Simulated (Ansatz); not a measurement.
Program: Ansatz. Geometries: PBE0-D4/def2-TZVP. ΔE: electronic, gas phase. CCSD(T)/CBS adds triple-zeta CCSD(T) − MP2 to the extrapolated MP2 energy (def2 sets, frozen cores). This one scheme is used for every species. DFT in def2-TZVPP. B3LYP here is the variant with VWN-RPA as its local correlation; programs differ in this. For Br outer-core shells are correlated without core-valence functions, which leaves a few kJ/mol of doubt a bond. Scalar relativity is left out up to krypton. One conformer a species, not always the lowest.

`C[CH2][Al]([Cl])[Br]` + SiH₄ → `C[CH2][Al]([SiH3])[Cl]` + HBr  (formal exchange of groups at the Al–Br bond)

| level | ΔE (kJ/mol) | difference from CCSD(T)/CBS |
| --- | --- | --- |
| PBE-D4 | 143.2 | -20.4 |
| r2SCAN-D4 | 160.8 | -2.8 |
| B3LYP-D4 | 159.5 | -4.1 |
| ωB97X-V | 160.0 | -3.6 |
| ωB97M-V | 166.3 | 2.7 |
| B2PLYP | 165.4 | 1.8 |
| r2SCAN | 161.3 | -2.3 |
| PBE0 | 151.5 | -12.1 |
| B3LYP | 159.9 | -3.7 |
| HF/def2-TZVPP | 181.2 | 17.6 |
| SCS-MP2/def2-TZVPP | 171.3 | 7.7 |
| CCSD(T)/def2-TZVPP | 160.1 | -3.5 |
| HF/def2-QZVPP | 181.0 | 17.4 |
| MP2/def2-QZVPP | 174.6 | 11.0 |
| SCS-MP2/def2-QZVPP | 173.1 | 9.5 |
| HF/CBS(def2) | 180.9 | 17.3 |
| CCSD(T)/CBS | 163.6 | 0 |

Largest T1 diagnostic among the species: 0.011.

In def2-TZVPP, CCSD(T) changes the Hartree–Fock value by −21.1 kJ/mol (the triples alone add −1.9 kJ/mol) and MP2 by −8.5 kJ/mol. From PBE to PBE0 (25 % exact exchange), in def2-TZVPP and without D4, ΔE moves by +7.9 kJ/mol.
